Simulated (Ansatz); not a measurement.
Two members of one family (Non-alternant PAH with 5- and 7-rings), computed with Ansatz in the gas phase. Binding counts from free atoms in the multiplicity of their measured ground term, without zero-point energy. Sets without diffuse functions give affinities that are too small. A dash marks a value that wasn't run or was left out as unsound. The structures are stationary points that may keep the symmetry of their start. Remarks come from the PBE and PBE0 runs and from stability tests at other levels; not every state was tested. A HOMO above zero means that the electron is unbound at that level and held by the basis, or that self-interaction error raises the level; the energy of removing that electron tells which. HOMO above LUMO (over both spins in singlets and doublets, within one spin in higher multiplets; at PBE or PBE0), or a gap under 0.15 eV within one spin, warns that the state may not be the lowest or that an electron is smeared out.

First: C1=Cc2cc3cc4cccc4ccc3c2=C1 (singlet, charge 0, PBE-D4/def2-SVP geometry).

```
atom    x (Å)    y (Å)    z (Å)
  C1  -1.7988  -1.8962  -3.6961
  C2  -0.4823  -1.5019  -3.8994
  C3  -0.0295  -0.9164  -2.6534
  C4   1.0527  -0.3238  -2.0291
  C5   0.6983   0.0215  -0.6558
  C6   1.5765   0.6339   0.2354
  C7   1.3484   1.0111   1.5746
  C8   2.2855   1.6306   2.4270
  C9   1.6820   1.8538   3.6985
 C10   0.3657   1.3813   3.6677
 C11   0.1033   0.8446   2.3636
 C12  -1.1073   0.2829   1.9616
 C13  -1.4700  -0.2721   0.7113
 C14  -0.6939  -0.3940  -0.4405
 C15  -1.1287  -0.9762  -1.6996
 C16  -2.2114  -1.5727  -2.3336
 H17  -2.4459  -2.3792  -4.4423
 H18   0.0990  -1.6135  -4.8232
 H19   2.0452  -0.1232  -2.4608
 H20   2.5859   0.8536  -0.1556
 H21   3.3141   1.8952   2.1438
 H22   2.1761   2.3219   4.5617
 H23  -0.3614   1.4070   4.4895
 H24  -1.8977   0.2685   2.7314
 H25  -2.5000  -0.6581   0.6383
 H26  -3.2058  -1.7786  -1.9151
```

| level | HOMO (eV) | LUMO (eV) | gap (eV) | vertical IE (eV) | vertical EA (eV) | vertical triplet (eV) | binding per atom (eV) |
| --- | --- | --- | --- | --- | --- | --- | --- |
| PBE-D4/def2-SVP | -4.79 | -3.66 | 1.12 | 6.89 | 1.70 | 1.05 | 5.72 |
| PBE-D4/def2-TZVP | -4.84 | -3.73 | 1.11 | – | – | – | 5.63 |
| r2SCAN-D4/def2-TZVP | -4.93 | -3.70 | 1.23 | – | – | – | 5.43 |
| PBE0-D4/def2-SVP | -5.55 | -3.13 | 2.42 | 6.91 | 1.84 | 0.99 | 5.59 |
| PBE0-D4/def2-TZVP | -5.56 | -3.16 | 2.40 | – | – | – | 5.49 |

Remarks: restricted SCF unstable in HF, spin-contaminated (⟨S²⟩ up to 0.93) (+1 doublet), HOMO above zero (-1 doublet), gap within one spin near zero at PBE or PBE0 (triplet).

Second: c1ccc2cc3ccccc4cc(c1)c2c43 (singlet, charge 0, PBE-D4/def2-SVP geometry).

Cartesian coordinates in Å:
```
C 2.542 -2.473 -0.835
C 2.804 -2.259 0.554
C 2.210 -1.434 1.520
C 1.123 -0.566 1.276
C 0.404 0.330 2.135
C -0.620 0.976 1.367
C -1.597 1.935 1.720
C -2.542 2.472 0.835
C -2.805 2.258 -0.554
C -2.210 1.434 -1.520
C -1.121 0.568 -1.277
C -0.404 -0.330 -2.135
C 0.622 -0.974 -1.368
C 1.597 -1.934 -1.720
C 0.513 -0.452 -0.028
C -0.511 0.454 0.027
H 3.222 -3.211 -1.293
H 3.642 -2.868 0.933
H 2.630 -1.476 2.539
H 0.606 0.495 3.202
H -1.628 2.294 2.762
H -3.223 3.210 1.294
H -3.645 2.865 -0.932
H -2.631 1.474 -2.538
H -0.605 -0.494 -3.203
H 1.628 -2.293 -2.762
```

Task: What does the change do? Estimate second minus first.

Result: 
| level | Δ HOMO (eV) | Δ LUMO (eV) | Δ gap (eV) | Δ vertical IE (eV) | Δ vertical EA (eV) | Δ vertical triplet (eV) | Δ binding per atom (eV) |
| --- | --- | --- | --- | --- | --- | --- | --- |
| PBE-D4/def2-SVP | 0.20 | 0.89 | 0.69 | 0.01 | -0.90 | 0.77 | 0.03 |
| PBE-D4/def2-TZVP | 0.17 | 0.87 | 0.70 | – | – | – | 0.03 |
| r2SCAN-D4/def2-TZVP | 0.17 | 0.91 | 0.74 | – | – | – | 0.03 |
| PBE0-D4/def2-SVP | 0.09 | 0.99 | 0.90 | 0.01 | -1.04 | 0.86 | 0.03 |
| PBE0-D4/def2-TZVP | 0.06 | 0.96 | 0.90 | – | – | – | 0.03 |

Remarks: HOMO above zero (-1 doublet).
